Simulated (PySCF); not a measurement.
FS, SMILES F[S] (connectivity only; charge and spin as stated), charge -1, multiplicity 1.

Geometry optimised at PBE-D3(BJ)/def2-TZVPD. The multiplicity is an assumed one; other spin states were not compared.

Two levels are set side by side: PBE/def2-TZVPD (PySCF) and CAM-B3LYP/def2-TZVPD (PySCF). Same geometry, gas phase. Differences are taken from unrounded values.

```csv
quantity,CAM-B3LYP,PBE,PBE minus CAM-B3LYP
orbital gap (eV),6.13,2.14,-3.99
highest occupied level (eV),-1.47,1.01,2.48
lowest empty level (eV),4.66,3.16,-1.51
mean polarisability (bohr³),42.1,47.9,5.8
```

Without exact exchange PBE keeps part of each electron's self-repulsion, which lifts occupied levels and narrows the gap. Loosely held outer electrons make PBE densities more polarisable. Differences between two approximate levels are no errors against the true value.

Rough cost on one machine, each run with all the roots and properties that it gave: CAM-B3LYP against PBE within a factor of 2.
